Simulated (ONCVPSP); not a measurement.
**argon, ONCV: configuration errors across variants**

| Property | Result |
| --- | --- |
| Element | argon |
| Generator | ONCVPSP 4.0.1 |
| Type | optimised norm-conserving Vanderbilt (ONCV) |
| Functional | PBE |
| Relativity | scalar-relativistic |
| Frozen core | [Ne] |
| Valence charge | 8 |
| Reference configuration | 3s2 3p5.5 (charge +0.5) |
| Partial waves | 3s: rc 1.15 bohr, ncon 4, nbas 8, qcut 6.1 1/bohr, 1 projector; 3p: rc 1.25 bohr, ncon 4, nbas 8, qcut 6.2 1/bohr, 3 projectors, debl 0.8 Ha; d scattering state at 0.04 Ha: rc 1.15 bohr, ncon 4, nbas 7, qcut 9.6 1/bohr, local |
| Local potential | the d channel |
| Core correction | Teter function, fcfact 4.25, rcfact 1.05 |

All-electron excitation energies from the reference (eV): (1) 3s2 3p6 -6.547; (2) 3s2 3p5 9.511; (3) 3s2 3p4 38.170; (4) 3s2 3p2 138.389.

A true bound ghost makes a file unfit for plane-wave use even where its test errors are small: the radial tests pick states by their node count and pass the ghost by.

Errors AE − PS in meV (a dash: test not solved or not reliable):

```csv
change,(1),(2),(3),(4),bound ghosts,GHOST(+) flags above zero
base,+1.2,+0.1,+14,+246,p,"s, p"
d: qcut 7.3,+0.2,-1.6,-9.3,–,"s, p",p
d: qcut 8.2,+1.4,+0.4,+19,+332,"p, s",p
d: qcut 9.3,+1.2,+0.1,+14,+244,p,"s, p"
d: qcut 10.3,+1.3,+0.2,+16,+267,p,"s, p"
d: qcut 11.6,+1.6,+0.8,+25,+433,"p, s",p
d: qcut 12.7,+3.3,+4.6,+96,–,"p, s",p
d: qcut 14.4,+0.2,-1.6,-10,–,"s, p",p
```

Give the same row for: d: qcut 6.1.

+0.8, -0.6, +3.1, +94; bound ghosts: s, p; GHOST(+) flags above zero: p.
